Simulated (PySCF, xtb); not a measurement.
F6P, SMILES F[P-](F)(F)(F)(F)F, charge -1.

Harmonic wavenumbers (cm⁻¹) from GFN2-xTB (xtb) at its own minimum, in rising order: 240, 240, 240, 377, 377, 377, 451, 451, 451, 496, 496, 628, 748, 748, 749.

Question: What does PBE-D3(BJ)/def2-SVPD (PySCF) give at its own minimum? (The exact figures need the calculation; the answer reports its results.)

Answer: 276, 276, 276, 417, 417, 417, 507, 507, 507, 533, 533, 664, 820, 820, 820. Paired by order, the mean absolute difference is 48 cm⁻¹ and the zero-point energies are 10.1 and 11.1 kcal/mol.
